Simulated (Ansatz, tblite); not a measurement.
Removing and adding an electron: Be9O9H26. Charge 0, multiplicity 1. Geometry: r2SCAN-D4/def2-SVP, loosely relaxed. Ansatz, gas phase; energy differences of separate SCF runs; the oxidised species was run as a doublet alone; the reduced species was run as a doublet alone.

```tsv
atom	x (Å)	y (Å)	z (Å)
Be1	0.216	2.575	0.462
Be2	1.624	0.611	2.089
Be3	-1.036	0.395	1.471
Be4	2.420	1.452	-1.113
Be5	-1.705	1.519	-1.106
Be6	0.299	-0.179	-0.363
Be7	-1.667	-2.231	0.223
Be8	-2.073	-1.319	-1.880
Be9	-3.433	-0.743	-0.070
O10	0.945	2.052	1.896
O11	1.445	2.631	-0.652
O12	2.981	1.099	0.803
O13	-0.680	1.073	-0.007
O14	0.561	-0.478	1.300
O15	-2.189	-0.881	1.085
O16	1.569	0.061	-1.259
O17	-2.736	0.167	-1.347
O18	-0.632	-1.482	-0.949
H19	-0.634	3.656	0.562
H20	2.295	0.077	3.162
H21	-1.416	0.905	2.682
H22	-1.069	-2.434	3.435
H23	3.574	1.583	-1.850
H24	-1.903	2.485	-2.029
H25	-0.188	0.163	-4.042
H26	1.713	-3.090	2.380
H27	-1.307	-3.416	0.773
H28	3.119	-1.295	-3.492
H29	-2.142	-1.783	-3.145
H30	-4.751	-0.713	0.216
H31	-2.895	-2.124	-0.771
H32	0.463	2.407	2.657
H33	-1.115	-1.817	3.877
H34	1.440	3.444	-1.173
H35	0.088	0.717	-3.603
H36	3.107	2.019	1.110
H37	3.835	0.645	0.898
H38	1.989	-2.465	2.716
H39	0.682	-1.369	1.674
H40	-2.568	-1.086	1.959
H41	3.351	-0.601	-3.285
H42	1.923	-0.534	-1.931
H43	-3.414	0.465	-1.983
H44	-0.086	-2.162	-1.379
```

The xTB rows come from tblite. Single mean-field runs in def2-TZVP are fitted with def2-universal-jkfit. HOMO above LUMO, or a gap near zero within one spin, warns that the state may not be the lowest or that an electron is smeared out. In the singlet geometry the species has come apart into loosely held pieces. In the singlet, H25 and H35 lie 0.76 Å apart, H22 and H33 lie 0.76 Å apart, H28 and H41 lie 0.76 Å apart (atoms count from 1), so H2 has formed as a molecule. In the doublet geometry the species has come apart into loosely held pieces.

```
           level  −HOMO (eV)  vertical IE (eV)  −LUMO (eV)  vertical EA (eV)  HOMO–LUMO gap (eV)  IE − EA (eV)                                                                                                                          remarks
        GFN1-xTB        9.22             11.62        3.94              1.56                5.29         10.06                                               loose geometry (+1 doublet), loose geometry (-1 doublet), loose geometry (singlet)
        GFN2-xTB       10.33             12.53        3.79              1.57                6.55         10.97                                               loose geometry (+1 doublet), loose geometry (-1 doublet), loose geometry (singlet)
PBE-D4/def2-TZVP        5.60                 –        1.78              0.29                3.82             –  HOMO above zero (-1 doublet), gap within one spin near zero (-1 doublet), loose geometry (-1 doublet), loose geometry (singlet)
```

Problem. Estimate the rows for LDA (SPW92)/def2-TZVP, PBE0-D4/def2-TZVP.

Solution. 
| level | −HOMO (eV) | vertical IE (eV) | −LUMO (eV) | vertical EA (eV) | HOMO–LUMO gap (eV) | IE − EA (eV) | remarks |
| --- | --- | --- | --- | --- | --- | --- | --- |
| LDA (SPW92)/def2-TZVP | 5.66 | – | 1.99 | 0.43 | 3.67 | – | HOMO above zero (-1 doublet), gap within one spin near zero (-1 doublet), loose geometry (-1 doublet), loose geometry (singlet) |
| PBE0-D4/def2-TZVP | 6.87 | 8.88 | 0.98 | 0.03 | 5.89 | 8.85 | HOMO above zero (-1 doublet), loose geometry (+1 doublet), loose geometry (-1 doublet), loose geometry (singlet) |

Run but left out: LDA (SPW92)/def2-TZVP, PBE-D4/def2-TZVP (charge +1 doublet: an occupied level 0.13 to 0.14 eV above an empty one).   A HOMO above zero means that the electron is unbound at that level or that self-interaction error raises the level; the energy of removing that electron tells which. Raw xTB energy differences between charge states are shifted by several eV; the methods need an empirical correction for them. Sets without diffuse functions give affinities that are too small.
